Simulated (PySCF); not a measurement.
The multiplicity is imposed and other spin states were not computed.

Cartesian coordinates (Å):
```xyz
7

Cd    -0.0407    -0.0137     0.0390
C      1.2686     1.2768     1.0617
H      1.0845     2.3206     0.7667
H      2.3130     1.0199     0.8285
H      1.1182     1.1837     2.1477
S     -1.4880    -1.4604    -1.1374
H     -2.3392    -1.5783    -0.0924
```
Charge 0, spin multiplicity 1.

Question: What HOMO–LUMO gap, HOMO and total energy does TPSSh-D3(BJ)/def2-TZVP // r2SCAN-D4/def2-SVP (PySCF) give?

Answer: 
```json
{
  "HOMO–LUMO gap": "5.35 eV",
  "HOMO": "-6.24 eV",
  "total_energy": "-16503.28 eV"
}
```
